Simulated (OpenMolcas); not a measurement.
**Mn4+, Tc4+, Re4+: d3 down the group**

- Program: OpenMolcas
- Method: RASSCF
- Basis: ANO-R2
- Scalar Hamiltonian: X2C, finite nucleus
- Spin-orbit coupling: state interaction with AMFI integrals over the reference wave functions, term energies averaged over their components

Active space for each ion: 9 electrons in 8 orbitals (RAS1 p, at most 2 holes; RAS2 d).

Computed levels in cm-1 above 4F 3/2:

```
                               Level   Mn4+   Tc4+   Re4+
                              4F 5/2    378   1092   5004
                              4F 7/2    891   2459   9521
                              4F 9/2   1526   3997  13066
                              4P 1/2  19240  14042  16666
                              4P 3/2  19380  14001  14658
                              4P 5/2  19854  15772  23123
                              2G 7/2  21045  16434  21884
                              2G 9/2  21584  17473  34162
                              2P 1/2  24993  19663  27580
weight of 4F in the lowest level (%)    100     99     87
```

Mixed levels, with the weight of the term that names them: Re4+ 4F 9/2 (73 %), Re4+ 4P 1/2 (75 %), Re4+ 4P 3/2 (50 %), Re4+ 2G 9/2 (53 %), Re4+ 2P 1/2 (75 %).

Measured, with the error of the calculation in %. Measured levels: Mn4+ from Corliss and Sugar, J. Phys. Chem. Ref. Data 6, 1253 (1977); Re4+ from the list in Brasseur, Gamrath and Quinet, At. Data Nucl. Data Tables 157, 101636 (2024).

| Level | Mn4+ | Re4+ |
| --- | --- | --- |
| 4F 5/2 | 359 (+5.2) | 4853 (+3.1) |
| 4F 7/2 | 835 (+6.7) | 8973 (+6.1) |
| 4F 9/2 | 1412 (+8.1) | 11914 (+9.7) |
| 4P 1/2 | 16434 (+17.1) | 14325 (+16.3) |
| 4P 3/2 | 16595 (+16.8) |  |
| 4P 5/2 | 17049 (+16.5) | 20922 (+10.5) |
| 2G 7/2 | 17892 (+17.6) | 19013 (+15.1) |
| 2G 9/2 | 18399 (+17.3) |  |
| 2P 1/2 | 23082 (+8.3) | 23669 (+16.5) |

The fine-structure level 4F 9/2 changes by a factor of 8.56 from Mn4+ to Re4+.

Without spin-orbit coupling 4P lies 18757, 12828, 12010 cm-1 above 4F in that order; the difference to the level 4P 1/2, of either sign, comes from spin-orbit coupling, which also lowers the zero.

Without dynamic correlation excited terms often stand tens of per cent too high (terms of higher spin than the ground term too low), and those without a measured partner can miss by more than the paired ones. Active for correlation alone: 3p; no level in the range computed is led by a configuration that opens it, so any true level of that kind is missing (holds for Mn4+). Active for correlation alone: 4p; no level in the range computed is led by a configuration that opens it, so any true level of that kind is missing (holds for Tc4+). Active for correlation alone: 5p; no level in the range computed is led by a configuration that opens it, so any true level of that kind is missing (holds for Re4+). Measured partners are found by configuration, term and J. A level has none where our copy of the source lacks it or the pairing is in doubt (some pairs that miss far off the trend of their configuration count as doubtful), and it then counts in no deviation. Only configurations of the active space appear.
